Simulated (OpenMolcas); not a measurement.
N III: effect of the level shift or regulariser

```json
{
  "Program": "OpenMolcas 26.06",
  "Basis": "ANO-RCC-VQZP [5s4p3d2f1g]",
  "Scalar Hamiltonian": "DKH2, point nucleus",
  "Active space": "3 electrons in 9 orbitals (RAS2 2s 2p; RAS3 3d, at most 2 electrons)",
  "State averaging": "2S+1 = 4 odd, 1 root; 2S+1 = 2 odd, 11 roots; 2S+1 = 4 even, 3 roots; 2S+1 = 2 even, 9 roots",
  "Spin-orbit coupling": "RASSI with atomic mean-field integrals over the reference wave functions, term energies averaged over their components"
}
```

Methods on the same reference wave functions:
A. RASSCF
B. MS-RASPT2, IPEA 0.25 Eh, imaginary shift 0.1 Eh (closed shells correlated: 1s)
C. MS-RASPT2, IPEA 0.25 Eh, imaginary shift 0.3 Eh (closed shells correlated: 1s)

Energies in cm⁻¹ above 2s² 2p ²P°_1/2, the measured ground level; measured values from Moore, Selected Tables of Atomic Spectra, NSRDS-NBS 3, section 5.

| Level | A | B | C | Measured |
| --- | --- | --- | --- | --- |
| 2s² 2p ²P°_1/2 | 0.0 | 0.0 | 0.0 | 0.0 |
| 2s² 2p ²P°_3/2 | 158 | 158 | 158 | 174 |
| 2s 2p² ⁴P_1/2 | 55181 | 56627 | 56626 |  |
| 2s 2p² ⁴P_3/2 | 55238 | 56684 | 56683 | 57247 |
| 2s 2p² ⁴P_5/2 | 55333 | 56779 | 56777 | 57328 |
| 2s 2p² ²D_3/2 | 103112 | 101026 | 101026 | 101031 |
| 2s 2p² ²D_5/2 | 103113 | 101027 | 101027 | 101024 |
| 2s 2p² ²S_1/2 | 137132 | 131127 | 131435 | 131004 |
| 2s 2p² ²P_1/2 | 149441 | 146322 | 146321 | 145876 |
| 2s 2p² ²P_3/2 | 149552 | 146433 | 146432 | 145986 |
| 2p³ ⁴S°_3/2 | 186704 | 186286 | 186285 | 186797 |
| 2p³ ²D°_3/2 | 205440 | 203029 | 203028 | 203089 |
| 2p³ ²D°_5/2 | 205441 | 203031 | 203030 | 203075 |
| 2p³ ²P°_1/2 | 236989 | 231247 | 231270 | 230404 |
| 2p³ ²P°_3/2 | 236996 | 231253 | 231276 | 230409 |

Deviations, from unrounded energies. A percentage is the sum of absolute deviations over the sum of measured energies, with the sign that they share, or ± where signs differ.

```
                  Against measurement  Levels     A     B     C
       mean absolute deviation (cm-1)      13  3000   340   370
fine structure of the ground term (%)       1  -9.5  -9.3  -9.3
             other configurations (%)      12  ±2.2  ±0.2  ±0.3
```

B lies closest to measurement on these levels and A furthest from it. The largest miss of B in the table is 2p³ ²P°_3/2, by +840 cm-1. The ranking rests on the paired levels alone, and a cruder setting can come out closer through cancelling errors.

Between B and C the level of the table that moves most is 2s 2p² ²S_1/2, by 310 cm-1 (lowest in B, highest in C).

The lowest spin-free term lies below A's lowest term by 0.029 hartree in B, 0.029 hartree in C.

Active for correlation alone: 3d; no level in the range computed is led by a configuration that fills it, so any true level of that kind is missing. Computed and measured levels are paired by configuration, term and J; levels that our copy of the source lacks, or whose pairing is in doubt (as where it misses far off the trend of its configuration), stay unpaired and out of the deviations. Levels of configurations outside the active space are missing.

° marks odd parity.
